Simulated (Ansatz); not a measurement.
BiF₃ (SMILES [F][Bi]([F])[F]), singlet, at a GFN2-xTB geometry (such geometries of metal compounds can be far from the true shape) (core potentials on Bi); CAM-B3LYP/def2-SVP (Ansatz, a program for electronic structure).

Input for Ansatz:
Ansatz 0.2 input:
```yaml
crystal:
  periodic: [false, false, false]
  atoms:
    - {symbol: Bi, position_ang: [0.00283361, -0.00403046, 0.27310711]}
    - {symbol: F, position_ang: [-1.35263607, -1.00980650, -0.84069305]}
    - {symbol: F, position_ang: [-0.22186672, 1.68716206, -0.81262393]}
    - {symbol: F, position_ang: [1.54837061, -0.64018572, -0.86533751]}
basis:
  gaussian:
    orbitals: def2-SVP
hamiltonian:
  xc: cam_b3lyp
accuracy: high
```

The log (banner, timings and long lists left out):

```
Functional definition: CAM-B3LYP
1431 factors; integrals over basis functions are off by at most 2.3e-9 eV
319 factors; integrals over basis functions are off by at most 1.2e-9 eV
mean field evaluation 1: about -13976.4106 eV, gradient 6.2e1 eV
mean field evaluation 2: about -13964.2657 eV, gradient 1.1e2 eV
mean field evaluation 4: about -13983.3780 eV, gradient 6.6e-1 eV
mean field evaluation 8: about -13983.4447 eV, gradient 4.1e-2 eV
mean field evaluation 16: about -13983.4447 eV, gradient 4.4e-6 eV
mean field -13983.44468209 eV, -513.8821137475 hartree, gradient 1.8e-8 eV, S^2 0.000000; 0 other end points of the search recorded, 0 dependent functions left out
reference -13983.44469682 eV, -513.8821142890 hartree; 25, 25 occupied and 43, 43 virtual orbitals, 1431 factors
Total energy: -13983.44469682 eV, -513.8821142890 hartree
```
